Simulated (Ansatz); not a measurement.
Reactions of C₂H₉AlSi₂, SMILES `C[CH]1[AlH][SiH]1[SiH3]`.

Isolated molecules relaxed with PBE0-D4/def2-TZVP in Ansatz; ΔE leaves out vibrations. CCSD(T)/CBS adds triple-zeta CCSD(T) − MP2 to the extrapolated MP2 energy (def2 sets, frozen cores). This one scheme is used for every species. Functionals use def2-TZVPP. B3LYP here is the variant with VWN-RPA as its local correlation; programs differ in this. Triplets are unrestricted, without spin–orbit coupling. Each species was taken in one conformer, which may not be the lowest.

```json
{"reaction": "`C[C@@H]1[AlH][Si@H]1[SiH3]` + `O=C[SiH2][SiH3]` → `O=C[SiH]([SiH3])[SiH3]` + `C[CH]1[AlH][SiH2]1`", "CCSD(T)/CBS(def2) (kJ/mol)": "4"}
{"reaction": "`C[C@@H]1[AlH][Si@H]1[SiH3]` → `[SiH3][SiH]1[CH2][AlH]1` + `[CH2]` (triplet)", "CCSD(T)/CBS(def2) (kJ/mol)": "?"}
{"reaction": "`C[C@@H]1[AlH][Si@H]1[SiH3]` + H₂ → `[SiH3][SiH]1[CH2][AlH]1` + CH₄", "CCSD(T)/CBS(def2) (kJ/mol)": "-80"}
{"reaction": "`C[C@@H]1[AlH][Si@H]1[SiH3]` + `C=C(F)S` → `C=C(F)S[SiH3]` + `C[CH]1[AlH][SiH2]1`", "CCSD(T)/CBS(def2) (kJ/mol)": "-44"}
{"reaction": "`C[C@@H]1[AlH][Si@H]1[SiH3]` + `[CH2]1[NH][AlH]1` → `[SiH3][N]1[CH2][AlH]1` + `C[CH]1[AlH][SiH2]1`", "CCSD(T)/CBS(def2) (kJ/mol)": "-55"}
```

Task: Fill in the missing values. (Best estimate.)

Result: Computed: `C[C@@H]1[AlH][Si@H]1[SiH3]` → `[SiH3][SiH]1[CH2][AlH]1` + `[CH2]` (triplet): +422.9 kJ/mol.

Largest T1 diagnostic: 0.016, for `O=C[SiH]([SiH3])[SiH3]`.
